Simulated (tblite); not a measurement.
Parent: `[CH3:1][C@@H:2]1[CH:3]=[C:4]([Cl:5])[CH2:6][SiH2:7]1`, C5H9ClSi.

The geometries are computed with GFN2-xTB (gas phase). One conformer each, not checked by frequencies here.

```csv
coordinate of the parent,value
C1–C2,1.529 Å
C2–C3,1.503 Å
C3=C4,1.322 Å
C4–Cl5,1.737 Å
C4–C6,1.494 Å
C6–Si7,1.909 Å
C2–Si7,1.918 Å
C1–C2–C3,110.7°
C1–C2–Si7,114.7°
C3–C2–Si7,103.8°
C2–C3–C4,118.3°
C3–C4–Cl5,122.3°
C3–C4–C6,120.7°
Cl5–C4–C6,116.9°
C4–C6–Si7,103.3°
C2–Si7–C6,93.9°
```

Task: How does the shared frame change in `[CH3:1][C@:2]1([CH2:3][NH2:4])[CH:5]=[C:6]([Cl:7])[CH2:8][SiH2:9]1` with C1–C2–C3–N4 59°, C2–C3–N4–H 62° and 180°, C6H12ClNSi? Atoms pair as C1 = C1, C2 = C2, C3 = C5, C4 = C6, Cl5 = Cl7, C6 = C8, Si7 = Si9 (parent first).

Result: 
```tsv
parent	relative	value in the relative	change
C1–C2	C1–C2	1.531 Å	+0.002
C2–C3	C2–C5	1.506 Å	+0.003
C3=C4	C5=C6	1.322 Å	0.000
C4–Cl5	C6–Cl7	1.737 Å	0.000
C4–C6	C6–C8	1.493 Å	-0.001
C6–Si7	C8–Si9	1.908 Å	-0.001
C2–Si7	C2–Si9	1.924 Å	+0.006
C1–C2–C3	C1–C2–C5	109.1°	-1.6
C1–C2–Si7	C1–C2–Si9	112.8°	-1.9
C3–C2–Si7	C5–C2–Si9	103.0°	-0.8
C2–C3–C4	C2–C5–C6	118.7°	+0.4
C3–C4–Cl5	C5–C6–Cl7	122.3°	0.0
C3–C4–C6	C5–C6–C8	120.7°	0.0
Cl5–C4–C6	Cl7–C6–C8	117.0°	+0.1
C4–C6–Si7	C6–C8–Si9	103.0°	-0.3
C2–Si7–C6	C2–Si9–C8	94.2°	+0.3
```

Of the parent's bonds, C2–Si7 changes most (+0.006 Å). Bonds of the relative outside the shared frame: C2–C3 1.534, C3–N4 1.453 Å. Point group C1 → C1.
